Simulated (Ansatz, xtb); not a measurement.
**C4H6B2S: which of two isomers lies lower**

Structure I: `Bc1ccc(B)s1`, a singlet. Structure II: `Bc1cscc1B`, a singlet. Both are isolated molecules in the gas phase, relaxed with PBE-D3(BJ)/def2-SVP; the shapes shown needn't be the lowest conformers.

I (Å):

```xyz
13

C    -1.1742    0.0834    0.3641
C    -0.1214    0.2032   -0.5703
C     0.8412   -0.8162   -0.4689
C     0.5644   -1.7577    0.5474
B    -2.3940    0.9888    0.5627
B     1.3682   -2.9951    0.9593
S    -0.9152   -1.3243    1.3511
H    -3.2174    0.7430    1.4221
H    -2.5284    1.9618   -0.1547
H    -0.0860    1.0280   -1.2967
H     1.7343   -0.8998   -1.1048
H     0.9882   -3.7101    1.8657
H     2.3970   -3.2541    0.3645
```

II (Å):

| atom | x (Å) | y (Å) | z (Å) |
| --- | --- | --- | --- |
| C | -0.6007 | -0.5320 | -0.2705 |
| C | 0.0846 | 0.1237 | -1.2918 |
| C | 1.6212 | -0.5563 | 0.5235 |
| C | 0.3098 | -0.9349 | 0.8050 |
| B | -2.1222 | -0.7491 | -0.3650 |
| B | -0.0251 | -1.6791 | 2.1109 |
| S | 1.7813 | 0.2646 | -0.9899 |
| H | -2.7404 | -1.3155 | 0.5134 |
| H | -2.7148 | -0.3399 | -1.3476 |
| H | -0.3380 | 0.5347 | -2.2186 |
| H | 2.5102 | -0.7258 | 1.1460 |
| H | 0.8749 | -1.9293 | 2.8927 |
| H | -1.1599 | -2.0202 | 2.3763 |

Quicker runs give these differences E(II) − E(I): GFN2-xTB +21.0 kJ/mol; HF/STO-3G +14.3 kJ/mol (at GFN2-xTB geometries); r2SCAN-D4/def2-SVP +33.6 kJ/mol (at GFN2-xTB geometries).

Estimate E(II) − E(I) at the level CCSD(T)/def2-SVP + ΔMP2/def2-TZVPP.

Calculated at CCSD(T)/def2-SVP + ΔMP2/def2-TZVPP: E(II) − E(I) = +26.2 kJ/mol, so structure I lies lower.

The same difference at several levels:

```json
{"level": "GFN2-xTB", "geometry": "GFN2-xTB", "E(II) − E(I) (kJ/mol)": "+21.0", "departure from the last row (kJ/mol)": "−5.2", "job, with rough time for the two": "optimisation, 0.16 s"}
{"level": "HF/STO-3G", "geometry": "GFN2-xTB", "E(II) − E(I) (kJ/mol)": "+14.3", "departure from the last row (kJ/mol)": "−11.9", "job, with rough time for the two": "single point, 0.58 s"}
{"level": "r2SCAN-D4/def2-SVP", "geometry": "GFN2-xTB", "E(II) − E(I) (kJ/mol)": "+33.6", "departure from the last row (kJ/mol)": "+7.4", "job, with rough time for the two": "single point, 4.1 s"}
{"level": "PBE-D3(BJ)/def2-SVP", "geometry": "PBE-D3(BJ)/def2-SVP", "E(II) − E(I) (kJ/mol)": "+31.6", "departure from the last row (kJ/mol)": "+5.5", "job, with rough time for the two": "optimisation, 20 s"}
{"level": "HF/def2-SVP", "geometry": "PBE-D3(BJ)/def2-SVP", "E(II) − E(I) (kJ/mol)": "+22.7", "departure from the last row (kJ/mol)": "−3.5", "job, with rough time for the two": "part of the CCSD(T) run"}
{"level": "MP2/def2-SVP", "geometry": "PBE-D3(BJ)/def2-SVP", "E(II) − E(I) (kJ/mol)": "+31.9", "departure from the last row (kJ/mol)": "+5.8", "job, with rough time for the two": "part of the CCSD(T) run"}
{"level": "CCSD(T)/def2-SVP", "geometry": "PBE-D3(BJ)/def2-SVP", "E(II) − E(I) (kJ/mol)": "+26.7", "departure from the last row (kJ/mol)": "+0.5", "job, with rough time for the two": "single point"}
{"level": "CCSD(T)/def2-SVP + ΔMP2/def2-TZVPP", "geometry": "PBE-D3(BJ)/def2-SVP", "E(II) − E(I) (kJ/mol)": "+26.2", "departure from the last row (kJ/mol)": "", "job, with rough time for the two": "single point, 58 s"}
```

As drawn, both hold the same kinds of bond in the same numbers.

None of the levels shown reverses the order. The largest departure from CCSD(T)/def2-SVP + ΔMP2/def2-TZVPP is that of HF/STO-3G, 11.9 kJ/mol. The last row adds to CCSD(T) the change of the MP2 difference between the two basis sets, here −0.5 kJ/mol.

With thermal terms from frequencies at re-optimised GFN2-xTB minima (ideal gas, soft modes damped towards free rotors, one conformer each, 298.15 K, 1 atm): on the last row, ΔE + ΔZPE = +25.5, ΔH = +25.7, ΔG = +24.8 kJ/mol.

The correlated steps freeze 11 core orbitals. Codes used: Ansatz 0.2.0, xtb 6.7.1; the last row on 2 threads of Intel(R) Xeon(R) Platinum 8375C CPU @ 2.90GHz (Ice Lake) on a shared host.
